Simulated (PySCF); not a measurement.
B2F4, charge +1, multiplicity 2. Atoms are numbered in the order given.

```xyz
6

F     -1.4825    -0.8601     0.8194
B     -1.0321     0.0000     0.0000
F     -1.4825     0.8601    -0.8194
B      1.0321     0.0000     0.0000
F      1.4825    -0.8601    -0.8194
F      1.4825     0.8601     0.8194
```
Charge +1, spin multiplicity 2.

Coordinates come from a B3LYP-D3(BJ)/def2-SVP optimisation. The spin state was assumed, not searched. Other conformers were not sampled.

Method: PySCF 2.14.0 with TDA-B3LYP/def2-SVPD.

Vertical excitations. 

Estimate the UV-visible absorptions. (Estimate from the structure and the level; the computed values follow.)


| state | energy (eV) | λ (nm) | f | main pairs |
|---|---|---|---|---|
| root 1 | 5.55 | 223 | 0.011 | β HOMO→LUMO 97 % |
| root 2 | 5.57 | 223 | 0.012 | β HOMO−1→LUMO 97 % |
| root 3 | 5.57 | 223 | 0.000 | β HOMO−2→LUMO 100 % |
| root 4 | 5.65 | 219 | 0.000 | β HOMO−3→LUMO 100 % |
| root 5 | 6.69 | 185 | 0.146 | β HOMO−4→LUMO 95 % |
| root 6 | 6.70 | 185 | 0.016 | α HOMO→LUMO 87 %, β HOMO−6→LUMO 11 % |
| root 7 | 6.80 | 182 | 0.012 | α HOMO→LUMO+1 76 %, β HOMO−5→LUMO 22 % |
| root 8 | 7.02 | 176 | 0.012 | α HOMO→LUMO 11 %, β HOMO−6→LUMO 88 % |
| root 9 | 7.03 | 176 | 0.015 | α HOMO→LUMO+1 22 %, β HOMO−5→LUMO 77 % |
| root 10 | 7.72 | 161 | 0.000 | β HOMO−7→LUMO 95 % |
Unrestricted roots are not spin-pure.
